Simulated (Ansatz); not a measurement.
`OC1C[SiH2]1` → `CC[Si]O`  (isomerisation)

Computed with Ansatz on PBE0-D4/def2-TZVP structures; ΔE is electronic, products minus reactants. CCSD(T)/CBS is the MP2 limit (def2-TZVPP, def2-QZVPP) plus CCSD(T) − MP2 in def2-TZVPP, frozen cores. Functionals use def2-TZVPP. B3LYP here is the variant with VWN-RPA as its local correlation; programs differ in this. Each species was taken in one conformer, which may not be the lowest.

CCSD(T)/CBS gives -182.3 kJ/mol.

Q: Another level gave -184.3 kJ/mol. Which?
A. revPBE/def2-TZVPP
B. B97M-V/def2-TZVPP
C. CAM-B3LYP/def2-TZVPP
D. B3LYP-D4/def2-TZVPP

A: D. B3LYP-D4 -184.3, revPBE -165.2, CAM-B3LYP -180.2, B97M-V -176.1 kJ/mol.

Largest T1 diagnostic among the species: 0.013.

Leaving LDA and LC-ωPBE aside and taking each functional with its dispersion term where it has one, the values, not all of them listed here, spread over 23.3 kJ/mol, from BLYP-D4 to r2SCAN-D4. LDA lies +8.3 kJ/mol from PBE without D4. At CCSD(T), def2-SVP lies +9.5 kJ/mol from the extrapolated value and def2-TZVPP −0.9 kJ/mol.
